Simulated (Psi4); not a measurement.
rhenium atom (Re), sextet (core potentials on Re); PBE0/def2-SVP in Psi4 1.11.

The Psi4 input:
```
memory 2 GB

molecule {
0 6
  Re    0.00000000    0.00000000    0.00000000
}

set basis def2-svp
set reference uks

energy('pbe0')
print_variables()
```

Question: What does Psi4 print? Leave out banner, timings and long lists.

Answer: 
```
   => Loading Basis Set <=

    Name: DEF2-SVP
    Role: ORBITAL
    Keyword: BASIS

    !!!  WARNING: ECP capability is in beta. Please check occupations closely.  !!!

         ---------------------------------------------------------
                                   SCF
               by Justin Turney, Rob Parrish, Andy Simmonett
                          and Daniel G. A. Smith
                              UKS Reference
         ---------------------------------------------------------

  ==> Geometry <==

    Molecular point group: d2h
    Geometry (in Angstrom), charge = 0, multiplicity = 6:

       Center              X                  Y                   Z               Mass
    ------------   -----------------  -----------------  -----------------  -----------------
         RE           0.000000000000     0.000000000000     0.000000000000   186.955750100000

  Running in d2h symmetry.

  Rotational constants: A = ************  B = ************  C = ************ [cm^-1]
  Rotational constants: A = ************  B = ************  C = ************ [MHz]
  Nuclear repulsion =    0.000000000000000

  Charge       = 0
  Multiplicity = 6
  Electrons    = 15
  Nalpha       = 10
  Nbeta        = 5

  ==> Algorithm <==

  SCF Algorithm Type is DF.
  DIIS enabled.
  MOM disabled.
  Fractional occupation disabled.
  Guess Type is CORE.
  Energy threshold   = 1.00e-06
  Density threshold  = 1.00e-06
  Integral threshold = 1.00e-12

  ==> Primary Basis <==

  Basis Set: DEF2-SVP
    Blend: DEF2-SVP
    Number of shells: 12
    Number of basis functions: 32
    Number of Cartesian functions: 37
    Spherical Harmonics?: true
    Max angular momentum: 3

  Core potential: DEF2-SVP
    Number of shells: 4
    Number of ECP primitives: 10
    Number of ECP core electrons: 60
    Max angular momentum: 3

  ==> DFT Potential <==

   => LibXC <=

    Version 7.1.2
    S. Lehtola, C. Steigemann, M. J. T. Oliveira, and M. A. L. Marques,  SoftwareX 7, 1–5 (2018) (10.1016/j.softx.2017.11.002)

   => Composite Functional: PBE0 <=

    PBE0 Hyb-GGA Exchange-Correlation Functional

    C. Adamo and V. Barone,  J. Chem. Phys. 110, 6158 (1999) (10.1063/1.478522)
    M. Ernzerhof and G. E. Scuseria,  J. Chem. Phys. 110, 5029 (1999) (10.1063/1.478401)

    Deriv               =              1
    GGA                 =           TRUE
    Meta                =          FALSE

    Exchange Hybrid     =           TRUE
    MP2 Hybrid          =          FALSE

[...]
   @S   Observed:                2.500000000E+00

    Orbital Energies [Eh]
    ---------------------

    Alpha Occupied:

[...]
       4Ag    -0.264148

    Alpha Virtual:

[...]
      10Ag   505.706282

    Beta Occupied:

[...]
    Beta Virtual:

[...]
    Final Occupation by Irrep:
             Ag   B1g   B2g   B3g    Au   B1u   B2u   B3u
    DOCC [     2,    0,    0,    0,    0,    1,    1,    1 ]
    SOCC [     2,    1,    1,    1,    0,    0,    0,    0 ]
    NA   [     4,    1,    1,    1,    0,    1,    1,    1 ]
    NB   [     2,    0,    0,    0,    0,    1,    1,    1 ]

  @DF-UKS Final Energy:   -78.16189011101615

   => Energetics <=

    Nuclear Repulsion Energy =              0.0000000000000000
    One-Electron Energy =                -132.6497965117565059
    Two-Electron Energy =                  60.9823443902975626
    DFT Exchange-Correlation Energy =      -6.4944379895571922
    Empirical Dispersion Energy =           0.0000000000000000
    VV10 Nonlocal Energy =                  0.0000000000000000
    Total Energy =                        -78.1618901110161488

  UHF NO Occupations:
  HONO-2 :    1B3g 1.0000000
  HONO-1 :    1B2g 1.0000000
  HONO-0 :    4 Ag 1.0000000
  LUNO+0 :    5 Ag 0.0079233
  LUNO+1 :    2B2u 0.0000704
  LUNO+2 :    2B1u 0.0000704
  LUNO+3 :    2B3u 0.0000704

Computation Completed

Properties will be evaluated at   0.000000,   0.000000,   0.000000 [a0]

Properties computed using the SCF density matrix

 Multipole Moments:

 ------------------------------------------------------------------------------------
     Multipole            Electronic (a.u.)      Nuclear  (a.u.)        Total (a.u.)
 ------------------------------------------------------------------------------------

 L = 1.  Multiply by 2.5417464519 to convert [e a0] to [Debye]
 Dipole X            :          0.0000000            0.0000000            0.0000000
 Dipole Y            :          0.0000000            0.0000000            0.0000000
 Dipole Z            :          0.0000000            0.0000000            0.0000000
 Magnitude           :                                                    0.0000000

 ------------------------------------------------------------------------------------

  Variable Map:
  ----------------------------------------------------------------------------
[...]
  Array Variable Map:
  ----------------------------------------------------------------------------
[...]
[...]
```
